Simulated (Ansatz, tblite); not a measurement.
Forces on Na6P⁻ at its PBE-D4/def2-SVPD geometry. The state is a singlet with charge -1.

The xTB rows come from tblite. The restricted singlet is unstable towards broken spin symmetry at other levels; at PBE-D4/def2-TZVPD this wasn't settled. At PBE-D4/def2-TZVPD the highest occupied level of the charge -1 singlet lies above zero (up to 0.17 eV). The electron is either unbound and held by the finite basis, or the level is raised by self-interaction error. The geometry of the singlet was relaxed on an unsound state (restricted singlet, unstable towards broken spin symmetry at other levels and untested here). The structure comes from a short search, and lower isomers may exist.

GFN1-xTB (tblite), largest force 0.47 eV/Å:

```xyz
7
positions Å, forces eV/Å
P     0.490   -0.313    0.467   -0.034    0.007   -0.283
Na   -1.787   -0.781   -0.901   -0.097    0.180   -0.346
Na    2.910    0.133    1.521   -0.276   -0.129    0.271
Na    0.563   -2.523    1.963    0.131    0.337    0.212
Na   -0.433    0.936    2.632    0.344   -0.300    0.127
Na    0.555    1.332   -1.665   -0.297    0.029   -0.317
Na   -2.297    1.215   -4.017    0.230   -0.124    0.336
```

GFN2-xTB (tblite), largest force 0.77 eV/Å:

```
P -0.078 -0.012 -0.766
Na -0.143 0.125 -0.234
Na -0.089 -0.096 0.345
Na 0.128 0.158 0.295
Na 0.183 -0.130 0.275
Na -0.244 0.072 -0.275
Na 0.244 -0.117 0.360
```

PBE-D4/def2-TZVPD (Ansatz), largest force 0.03 eV/Å:

```
P -0.005 0.007 0.002
Na 0.014 0.009 -0.005
Na -0.020 -0.006 0.000
Na 0.000 0.015 0.001
Na 0.015 -0.015 -0.014
Na -0.013 -0.006 0.001
Na 0.008 -0.005 0.014
```
